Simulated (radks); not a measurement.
Excited configurations of Se XVII: one electron is placed in a higher orbital outside [Ne] 3s2 3p5. The ground configuration is [Ar]. All-electron calculation, Dirac Kohn-Sham, LDA (Slater exchange, Perdew-Wang correlation), spin-unpolarised, spherical densities, finite nucleus; open shells fill j = l - 1/2 first; Fermi nuclear charge, rms radius 4.14 fm. Program: a radial shooting solver on a logarithmic mesh with Libxc functionals. Excitation = E - E(ground); binding = E(ion) - E, where the ion is the core of charge +17; n* = 17/sqrt(2 binding) in atomic units. These energies are relativistic, and a one-electron ion of charge +17 with no core already has n* below n in this formula (Dirac formula, point nucleus: 4s1/2 3.994, 4p1/2 3.994, 5p1/2 4.993, 5f5/2 4.999, 6s1/2 5.993, 6p1/2 5.993, 6d3/2 5.997, 7s1/2 6.993, 7f5/2 6.998). The quantum defect is therefore taken as that value minus n*, so that it holds no relativistic shift of the bare ion.

| outer orbital | excitation (eV) | binding (eV) | n* | quantum defect | <r> (bohr) |
|---|---|---|---|---|---|
| 4s1/2 | 307.18 | 344.18 | 3.380 | 0.614 | 1.019 |
| 4p1/2 | 328.28 | 323.08 | 3.489 | 0.505 | 1.030 |
| 5p1/2 | 456.90 | 194.46 | 4.497 | 0.497 | 1.740 |
| 5f5/2 | 485.82 | 165.54 | 4.874 | 0.125 | 1.740 |
| 6s1/2 | 515.78 | 135.57 | 5.385 | 0.608 | 2.570 |
| 6p1/2 | 521.26 | 130.10 | 5.498 | 0.496 | 2.622 |
| 6d3/2 | 530.11 | 121.25 | 5.695 | 0.302 | 2.698 |
| 7s1/2 | 554.83 | 96.531 | 6.382 | 0.611 | 3.607 |
| 7f5/2 | 567.68 | 83.680 | 6.855 | 0.143 | 3.801 |

The Delta-SCF ionisation energy is 651.36 eV (NIST Atomic Spectra Database: 651 eV, semi-empirical). Self-interaction in the functional shifts the binding energies and quantum defects, so they are the method's values and not measured ones. Spin polarisation and multiplet splitting are left out, so open shells lie too high by an amount that depends on their filling.

Beside tabulated values, note that spin-unpolarised runs miss the spin-polarisation part of the exchange energy of open shells.
